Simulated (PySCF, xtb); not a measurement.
C₂H₆AlFO₂, SMILES [Al]([OH])([F])[O]CC. The values are those of a single conformer.

Harmonic wavenumbers (cm⁻¹) from GFN2-xTB in xtb at its own minimum, in rising order: 32, 69, 124, 183, 208, 230, 301, 376, 392, 452, 579, 794, 836, 899, 983, 1096, 1144, 1192, 1250, 1329, 1395, 1466, 1478, 1486, 2897, 2913, 3031, 3035, 3043, 3758.

What does PBE0-D3(BJ)/def2-SVP run with PySCF 2.14.0 give at its own minimum? (An estimate is asked for; the answer gives what the named calculation found.)

35, 73, 88, 228, 241, 278, 307, 346, 456, 581, 631, 809, 874, 957, 967, 1114, 1177, 1259, 1311, 1375, 1417, 1457, 1475, 1506, 3024, 3048, 3076, 3147, 3153, 3988. Paired by order, the mean absolute difference is 54 cm⁻¹ and the zero-point energies are 52.9 and 54.9 kcal/mol.
